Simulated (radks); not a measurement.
Effect of the nuclear size on neutral nickel, [Ar] 3d8 4s2. Method: Dirac Kohn-Sham, relativistic LDA (MacDonald-Vosko exchange, VWN5 correlation), spin-unpolarised, spherical densities, finite nucleus; open shells fill j = l - 1/2 first; Fermi nuclear charge, rms radius 3.7757 fm; computed with a radial shooting solver on a logarithmic mesh with Libxc functionals. The rms radius is varied about that value; shifts are against it.

rms radius (fm),total energy shift (eV),density at nucleus (e/bohr^3),1s1/2 shift (meV),2s1/2 shift (meV),3s1/2 shift (meV)
3.1716,-0.0462,1.959e+04,-19.5,-1.81,-0.260
3.6473,-0.0105,1.945e+04,-4.42,-0.410,-0.059
3.7757,0,1.942e+04,0.000,0.000,0.000
4.108,0.0286,1.934e+04,12.1,1.12,0.161
4.3458,0.0505,1.929e+04,21.4,1.98,0.285

Slopes of the eigenvalues against <r^2> in GHz/fm^2, as finite differences over the two radii next to the reference (eigenvalue slopes, not the field-shift constants of lines): 1s1/2 1120, 2s1/2 104, 3s1/2 14.9.
